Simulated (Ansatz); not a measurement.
Ansatz results at the PBE0-D4/def2-TZVP geometry: LUMO energy (B3LYP/def2-TZVPP) 0.30 eV; HOMO energy (PBE/def2-TZVPP) -5.48 eV; vertical ionisation energy (CCSD(T)/CBS(def2)) 9.24 eV.

Each molecule was computed in one conformer, which needn't be the lowest.

Problem. Which molecule gave them?
A. `CCCCCCS`
B. `FSF`
C. `CCCCCSC`
D. `CCCCSCC`

Solution. A. The others give `CCCCCSC`: 0.63, -4.98, 8.57; `CCCCSCC`: 0.63, -4.96, 8.49; `FSF`: -1.94, -5.65, 10.38.

B3LYP here is the variant with VWN-RPA as its local correlation; programs differ in this.
